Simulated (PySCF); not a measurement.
## State search for KO⁺

Unrestricted PBE0; basis K def2-SVP, O def2-SVP; no relativity; PySCF 2.14. Outer shells of the fragments: K+ closed shells only; O 2s2 2p4.

Followed along the bond (rough minima from three points):

| 2Ms+1 | unpaired | ⟨S²⟩ at the start | R at minimum (Å) | Te (eV) |
| --- | --- | --- | --- | --- |
| 3 | π ↑↑ | 2.00 | 3.02 | 0.00 |
| 3 | σ ↑, π ↑ | 2.00 | 3.05 | 0.20 |
| 1 | π ↑↓ | 1.00 | 3.00 | 0.78 |
| 1 | σ ↑, π ↓ | 1.00 | 3.07 | 0.98 |

Solutions found at the starting distance of 2.645 Å, counted from the lowest of them; the search is not exhaustive and high or unbound solutions are not listed, so other states can lie among these:

```
2Ms+1  unpaired   term  E (eV)  ⟨S²⟩  ⟨Lz²⟩  μ (D)
    3      π ↑↑    ³Σ⁻    0.00  2.00   0.00  -3.24
    3  σ ↑, π ↑     ³Π    0.18  2.00   1.00  -3.28
    1      π ↑↓  mixed    0.78  1.00   2.00  -3.23
    1  σ ↑, π ↓  mixed    0.96  1.00   1.00  -3.29
    1      none  mixed    3.03  0.00   2.00  -3.21
    1      none    ¹Σ⁺    3.37  0.00   0.00  -3.35
```

A term symbol is given only where ⟨S²⟩ and ⟨Lz²⟩ are close to those of a pure state; real π, δ and φ orbitals otherwise mix terms. A positive dipole points towards O; it is taken about the centre of mass and depends on that origin.
